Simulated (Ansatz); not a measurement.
Two isomers of H8N2OSi2: A = `N[SiH](N)O[SiH3]`, B = `N[Si](N)(O)[SiH3]`.

Calculated with Ansatz (gas phase, PBE0-D4/def2-TZVP geometries, no zero-point term in ΔE). CCSD(T)/CBS adds triple-zeta CCSD(T) − MP2 to the extrapolated MP2 energy (def2 sets, frozen cores). Functionals use def2-TZVPP. B3LYP here is the variant with VWN-RPA as its local correlation; programs differ in this. One conformer a species, not always the lowest.

A:

Z-matrix (Å, degrees):
```
Si
N 1 1.701
O 1 1.643 2 117.5
N 1 1.709 2 106.0 3 117.4
H 1 1.482 2 105.9 3 -116.0
H 2 1.007 1 121.7 3 -69.2
H 2 1.006 1 121.1 3 83.6
Si 3 1.633 1 139.6 2 65.1
H 4 1.007 1 120.5 2 -165.2
H 4 1.007 1 120.1 2 48.4
H 8 1.488 3 110.6 1 80.3
H 8 1.488 3 111.1 1 -40.3
H 8 1.484 3 108.5 1 -160.3
```

B:

```xyz
13

N     1.155    1.433   -0.265
Si   -0.164    0.335   -0.182
N    -1.002    0.811    1.229
O    -0.942    0.427   -1.635
Si    0.304   -1.954    0.015
H     1.713    1.599    0.557
H     1.723    1.456   -1.097
H    -1.714    0.232    1.641
H    -1.129    1.785    1.456
H    -1.202    1.305   -1.926
H    -0.920   -2.748    0.323
H     0.901   -2.495   -1.238
H     1.277   -2.186    1.121
```

**Question.** Which is lower in electronic energy at CCSD(T)/CBS, and by how much? (Best estimate.)

**Answer.** The calculation gave: A, by 27.3 kcal/mol.

**Question.** Give E(B) − E(A) in kcal/mol with B3LYP, CCSD/def2-TZVPP, r2SCAN-D4, HF/def2-TZVPP, B2PLYP, CCSD(T)/def2-TZVPP, B3LYP-D4. (An estimate is asked.)

**Answer.** The calculation gave: B3LYP 27.2, CCSD/def2-TZVPP 28.4, r2SCAN-D4 25.7, HF/def2-TZVPP 34.4, B2PLYP 28.3, CCSD(T)/def2-TZVPP 27.3, B3LYP-D4 26.9. None reverses the order clearly.

Largest T1 diagnostic: 0.012.

From PBE to PBE0 (25 % exact exchange), in def2-TZVPP and without D4, E(B) − E(A) moves by +2.5 kcal/mol. In def2-TZVPP, CCSD(T) changes the Hartree–Fock value by −7.0 kcal/mol (the triples alone add −1.0 kcal/mol) and MP2 by −5.3 kcal/mol.
